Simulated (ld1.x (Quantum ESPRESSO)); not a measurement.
Which change was made? (Be, ultrasoft)

- Element: beryllium
- Generator: ld1.x (Quantum ESPRESSO) 7.5
- Type: ultrasoft
- Functional: BP86
- Relativity: scalar-relativistic
- Frozen core: none
- Valence charge: 4
- Reference configuration: 1s2 2s2 2p0
- Partial waves: 1s (bound): rcut 0.65, rcutus 0.75 bohr; 2s (bound): rcut 0.65, rcutus 0.75 bohr; 2p (bound, empty): rcut 3.25, rcutus 3.55 bohr; 2p channel at 0.9 Ry: rcut 3.25, rcutus 3.55 bohr
- Local potential: all-electron potential smoothed inside 1.05 bohr (lloc = -1)
- Core correction: none
- Augmentation charge: PSQ, radius 0.55 bohr

Cutoffs, loose and tight: the cutoffs (Ry, on a coarse ladder) from which the occupation-weighted sum of valence levels, in a spherical-Bessel basis at the reference potential, stays within 10 and 1 mRy of its value at 400 Ry. They do not see the model core or the augmentation charge, which bear on the density cutoff. Test errors are all-electron minus pseudo excitation energies from the reference, over the configurations 1s2 2s1 2p0; 1s2 2s0 2p0; 1s2 2s1.5 2p0; 1s2 2s1 2p1; 1s2 2s0 2p1; 1s1 2s2 2p0; 1s2 2s0 2p2; variants that change the core or the reference have their own tests. The largest error is taken over the tests solved by every variant that gives reliable tests at all, those not shown here included: 1s2 2s0 2p0; 1s2 2s1 2p0; 1s2 2s1.5 2p0.

The base gives: outcome: generated, overlap not positive; bound ghosts: not determined (overlap not positive); largest test error (meV): +0.9.

Task: After one change the result is: outcome: generated, overlap not positive; bound ghosts: not determined (overlap not positive); largest test error (meV): +0.9. Which change was it?
A. core [He], valence charge 2; reference 2s2 2p0; waves now 2s (bound): rcut 1.70, rcutus 2.25 bohr; 2s channel at 2.55 Ry: rcut 1.70, rcutus 2.25 bohr; 2p (bound): rcut 3.75, rcutus 4.00 bohr; 2p channel at 0.9 Ry: rcut 3.75, rcutus 4.00 bohr; local potential all-electron potential smoothed inside 2.35 bohr (lloc = -2); augmentation PSQ, radius 1.55 bohr
B. functional LDA (PZ)
C. all radii scaled by about 1.09 (s 0.82, p 3.88 bohr, rcut 0.72/3.56); local potential all-electron potential smoothed inside 1.16 bohr (lloc = -1); augmentation PSQ, radius 0.60 bohr
D. type TM; waves now 1s (bound): rc 0.75 bohr; 2p (bound): rc 3.55 bohr; local potential the p channel

Result: B. The others give: type TM; waves now 1s (bound): rc 0.75 bohr; 2p (bound): rc 3.55 bohr; local potential the p channel → outcome: generated, misses its reference levels by 0.70 eV; cutoff, loose: 180 Ry; cutoff, tight: over 300 Ry; bound ghosts: none; largest test error (meV): -2161 | all radii scaled by about 1.09 (s 0.82, p 3.88 bohr, rcut 0.72/3.56); local potential all-electron potential smoothed inside 1.16 bohr (lloc = -1); augmentation PSQ, radius 0.60 bohr → outcome: generated; cutoff, loose: 120 Ry; cutoff, tight: 160 Ry; bound ghosts: none; largest test error (meV): +165 | core [He], valence charge 2; reference 2s2 2p0; waves now 2s (bound): rcut 1.70, rcutus 2.25 bohr; 2s channel at 2.55 Ry: rcut 1.70, rcutus 2.25 bohr; 2p (bound): rcut 3.75, rcutus 4.00 bohr; 2p channel at 0.9 Ry: rcut 3.75, rcutus 4.00 bohr; local potential all-electron potential smoothed inside 2.35 bohr (lloc = -2); augmentation PSQ, radius 1.55 bohr → outcome: generated; cutoff, loose: 6 Ry; cutoff, tight: 6 Ry; bound ghosts: none; largest test error (meV): +30. A file whose overlap is not positive is unfit for use, and its test errors describe a broken file.
